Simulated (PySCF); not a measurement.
Excitation energy of Rh by level of theory

Rh [Kr] 4d8 5s1 (4F) → Rh [Kr] 4d7 5s2 (4F), as a difference of total energies. Computed with PySCF 2.14 in def2-TZVPPD with the def2 core potential (28 electrons), with scalar relativity through the core potential. Correlated levels: valence: 4s2 4p6 frozen; valence and next inner shell: nothing frozen outside the core potential. The calculations carry no spin-orbit coupling.

```csv
method,excitation energy (cm⁻¹)
UHF,10559
LDA,14419
PBE,14973
PBE0,14759
r2SCAN,14476
B3LYP,13490
M06-2X,13030
M06,8329.0
PBEsol,15188
MP2 (valence),14143
SCS-MP2 (valence),13672
MP2 (valence and next inner shell),12941
SCS-MP2 (valence and next inner shell),11848
```
